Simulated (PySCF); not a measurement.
From computed data to an observable: entropy of an ideal gas

FH4N2NbS, SMILES [NH2][Nb]([F])([NH2])=[S], multiplicity 1.

The structure is a stationary point at PBE-D3(BJ)/def2-SVP. The multiplicity is an assumed one; no other spin state was optimised. The structure was generated by enumeration; whether it is a known compound was not checked. The def2 effective core potentials stand for the cores of Nb; spin–orbit coupling is left out. The values are those of a single conformer.

PBE-D3(BJ)/def2-SVP (PySCF 2.14.0) gives the harmonic wavenumbers 149, 151, 177, 178, 194, 207, 363, 460, 498, 509, 516, 582, 667, 682, 683, 1443, 1447, 3449, 3452, 3551, 3551 cm⁻¹ and the rotational temperatures 0.1354, 0.0940, 0.0925 K. The molar mass is 176.01 g/mol, the symmetry number 1, the spin multiplicity 1.

**Question.** Work out the entropy at 298.15 K and 1 atm in the rigid-rotor, harmonic-oscillator model.

**Answer.** 
Translation (Sackur–Tetrode at 1 atm): S = R[1.5 ln M + 2.5 ln T − 1.16487] = 173.2 J/(mol K).
Rotation: q = (√π/σ) T^1.5/√(θA θB θC) = 266000, S = R[ln q + 3/2] = 116.3 J/(mol K).
Vibration: with u = 1.4388 ν/T, each mode gives R[u/(e^u − 1) − ln(1 − e^−u)]:
```json
[
 {"ν (cm⁻¹)": "149", "modes": "1", "u": "0.72", "S (J/(mol K))": "11.23"},
 {"ν (cm⁻¹)": "151", "modes": "1", "u": "0.73", "S (J/(mol K))": "11.13"},
 {"ν (cm⁻¹)": "177", "modes": "1", "u": "0.85", "S (J/(mol K))": "9.87"},
 {"ν (cm⁻¹)": "178", "modes": "1", "u": "0.86", "S (J/(mol K))": "9.83"},
 {"ν (cm⁻¹)": "194", "modes": "1", "u": "0.94", "S (J/(mol K))": "9.16"},
 {"ν (cm⁻¹)": "207", "modes": "1", "u": "1.00", "S (J/(mol K))": "8.66"},
 {"ν (cm⁻¹)": "363", "modes": "1", "u": "1.75", "S (J/(mol K))": "4.64"},
 {"ν (cm⁻¹)": "460", "modes": "1", "u": "2.22", "S (J/(mol K))": "3.21"},
 {"ν (cm⁻¹)": "498", "modes": "1", "u": "2.40", "S (J/(mol K))": "2.77"},
 {"ν (cm⁻¹)": "509", "modes": "1", "u": "2.46", "S (J/(mol K))": "2.66"},
 {"ν (cm⁻¹)": "516", "modes": "1", "u": "2.49", "S (J/(mol K))": "2.59"},
 {"ν (cm⁻¹)": "582", "modes": "1", "u": "2.81", "S (J/(mol K))": "2.02"},
 {"ν (cm⁻¹)": "667", "modes": "1", "u": "3.22", "S (J/(mol K))": "1.45"},
 {"ν (cm⁻¹)": "682", "modes": "1", "u": "3.29", "S (J/(mol K))": "1.37"},
 {"ν (cm⁻¹)": "683", "modes": "1", "u": "3.30", "S (J/(mol K))": "1.37"},
 {"ν (cm⁻¹)": "1443", "modes": "1", "u": "6.96", "S (J/(mol K))": "0.06"},
 {"ν (cm⁻¹)": "1447", "modes": "1", "u": "6.98", "S (J/(mol K))": "0.06"}
]
```
The stiffer modes add less than 0.005 each. Sum 82.1 J/(mol K).
Spin: R ln 1 = 0.0 J/(mol K).
Total 371.7 J/(mol K); the program's own thermochemistry gives 371.7. Translation makes up 47 % and vibration 22 %. Anharmonicity, hindered rotation and orbital degeneracy are left out.
